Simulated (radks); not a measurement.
Charge is removed step by step from the 6s1/2 level of the barium ion Ba+, starting from [Xe] 6s1. Method: Dirac Kohn-Sham, PBE, spin-unpolarised, spherical densities, finite nucleus; Fermi nuclear charge, rms radius 4.8378 fm; computed with a radial shooting solver on a logarithmic mesh with Libxc functionals.

removed (e),E - E(0) (eV),eigenvalue (eV),E minus straight line (eV)
0,0.000,-7.582,0.000
0.1,0.781,-8.045,-0.217
0.2,1.609,-8.514,-0.386
0.3,2.484,-8.989,-0.509
0.4,3.407,-9.471,-0.584
0.5,4.379,-9.960,-0.610
0.6,5.399,-10.457,-0.587
0.7,6.470,-10.959,-0.514
0.8,7.591,-11.462,-0.391
0.9,8.762,-11.948,-0.218
1,9.978,-12.337,0.000

Removing the whole electron costs 9.978 eV by Delta-SCF, against 7.582 eV from minus the eigenvalue at the starting occupation. Slater's transition state (half an electron removed) gives 9.960 eV. Integrating minus the eigenvalue over the occupation (Janak's theorem) gives 9.978 eV. The mean slope of the eigenvalue, de/dn, is 4.75 eV per electron. Ionisation energy of Ba+ in the NIST Atomic Spectra Database: 10.004 eV (measured).

Beside tabulated values, note that spin-unpolarised runs miss the spin-polarisation part of the exchange energy of open shells.
